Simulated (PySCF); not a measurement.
Worked example: entropy of an ideal gas

CH5BClNO, SMILES COB(N)Cl.

Geometry: B3LYP-D3(BJ)/def2-SVP. The structure was generated by enumeration, and PubChem lists no compound with its InChIKey, so it may never have been made. Other conformers were not sampled.

B3LYP-D3(BJ)/def2-SVP in PySCF 2.14.0 gives the harmonic wavenumbers 129, 130, 223, 315, 395, 405, 523, 591, 671, 871, 1084, 1174, 1199, 1255, 1406, 1476, 1477, 1507, 1595, 2991, 3059, 3123, 3611, 3714 cm⁻¹ and the rotational temperatures 0.3773, 0.1163, 0.0900 K. The molar mass is 93.32 g/mol, the symmetry number 1, the spin multiplicity 1.

### Question
Work out the entropy at 298.15 K and 1 atm in the rigid-rotor, harmonic-oscillator model.

### Answer

Translation (Sackur–Tetrode at 1 atm): S = R[1.5 ln M + 2.5 ln T − 1.16487] = 165.3 J/(mol K).
Rotation: q = (√π/σ) T^1.5/√(θA θB θC) = 145000, S = R[ln q + 3/2] = 111.3 J/(mol K).
Vibration: with u = 1.4388 ν/T, each mode gives R[u/(e^u − 1) − ln(1 − e^−u)]:
```json
[
 {"ν (cm⁻¹)": "129", "modes": "1", "u": "0.62", "S (J/(mol K))": "12.39"},
 {"ν (cm⁻¹)": "130", "modes": "1", "u": "0.63", "S (J/(mol K))": "12.33"},
 {"ν (cm⁻¹)": "223", "modes": "1", "u": "1.08", "S (J/(mol K))": "8.09"},
 {"ν (cm⁻¹)": "315", "modes": "1", "u": "1.52", "S (J/(mol K))": "5.59"},
 {"ν (cm⁻¹)": "395", "modes": "1", "u": "1.91", "S (J/(mol K))": "4.11"},
 {"ν (cm⁻¹)": "405", "modes": "1", "u": "1.95", "S (J/(mol K))": "3.95"},
 {"ν (cm⁻¹)": "523", "modes": "1", "u": "2.52", "S (J/(mol K))": "2.52"},
 {"ν (cm⁻¹)": "591", "modes": "1", "u": "2.85", "S (J/(mol K))": "1.95"},
 {"ν (cm⁻¹)": "671", "modes": "1", "u": "3.24", "S (J/(mol K))": "1.43"},
 {"ν (cm⁻¹)": "871", "modes": "1", "u": "4.20", "S (J/(mol K))": "0.66"},
 {"ν (cm⁻¹)": "1084", "modes": "1", "u": "5.23", "S (J/(mol K))": "0.28"},
 {"ν (cm⁻¹)": "1174", "modes": "1", "u": "5.67", "S (J/(mol K))": "0.19"},
 {"ν (cm⁻¹)": "1199", "modes": "1", "u": "5.79", "S (J/(mol K))": "0.17"},
 {"ν (cm⁻¹)": "1255", "modes": "1", "u": "6.06", "S (J/(mol K))": "0.14"},
 {"ν (cm⁻¹)": "1406", "modes": "1", "u": "6.78", "S (J/(mol K))": "0.07"},
 {"ν (cm⁻¹)": "1476", "modes": "1", "u": "7.12", "S (J/(mol K))": "0.05"},
 {"ν (cm⁻¹)": "1477", "modes": "1", "u": "7.13", "S (J/(mol K))": "0.05"},
 {"ν (cm⁻¹)": "1507", "modes": "1", "u": "7.27", "S (J/(mol K))": "0.05"},
 {"ν (cm⁻¹)": "1595", "modes": "1", "u": "7.70", "S (J/(mol K))": "0.03"}
]
```
The stiffer modes add less than 0.005 each. Sum 54.1 J/(mol K).
Spin: R ln 1 = 0.0 J/(mol K).
Total 330.7 J/(mol K); the program's own thermochemistry gives 330.7. Translation makes up 50 % and vibration 16 %. Anharmonicity, hindered rotation and orbital degeneracy are left out.
